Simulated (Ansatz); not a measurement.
`C[SiH](F)N[SiH](O)O` + `C=N` → `C[SiH](F)C=N` + `N[SiH](O)O`  (formal exchange of groups at the Si–N bond)

Calculated with Ansatz (gas phase, PBE0-D4/def2-TZVP geometries, no zero-point term in ΔE). CCSD(T)/CBS adds triple-zeta CCSD(T) − MP2 to the extrapolated MP2 energy (def2 sets, frozen cores). This one scheme is used for every species. DFT in def2-TZVPP. B3LYP here is the variant with VWN-RPA as its local correlation; programs differ in this. One conformer a species, not always the lowest.

(1) Is it downhill or uphill in electronic energy at CCSD(T)/CBS, and by how much? (Best estimate.)

(2) What do these levels give: r2SCAN-D4, B2PLYP, PBE, r2SCAN, B3LYP, SCS-MP2/def2-TZVPP, HF/def2-QZVPP, MP2/def2-QZVPP, SCS-MP2/def2-QZVPP, HF/CBS(def2), MP2/CBS(def2), CCSD/CBS(def2)? (Estimate.)

Largest T1 diagnostic among the species: 0.012.

Results:

(1) Computed: Uphill: ΔE = +89.8 kJ/mol.

(2) Ansatz gave: r2SCAN-D4 87.2, B2PLYP 87.4, PBE 75.2, r2SCAN 85.9, B3LYP 82.7, SCS-MP2/def2-TZVPP 92.1, HF/def2-QZVPP 95.4, MP2/def2-QZVPP 92.3, SCS-MP2/def2-QZVPP 91.5, HF/CBS(def2) 95.5, MP2/CBS(def2) 91.6, CCSD/CBS(def2) 90.5 kJ/mol.

From PBE to PBE0 (25 % exact exchange), in def2-TZVPP and without D4, ΔE moves by +6.0 kJ/mol. The D4 term adds +6.4 kJ/mol with B3LYP and +3.8 kJ/mol with PBE0; it sums over pairs of atoms, weighted by their polarisabilities, and B3LYP, whose exchange is more repulsive, gets the larger term.
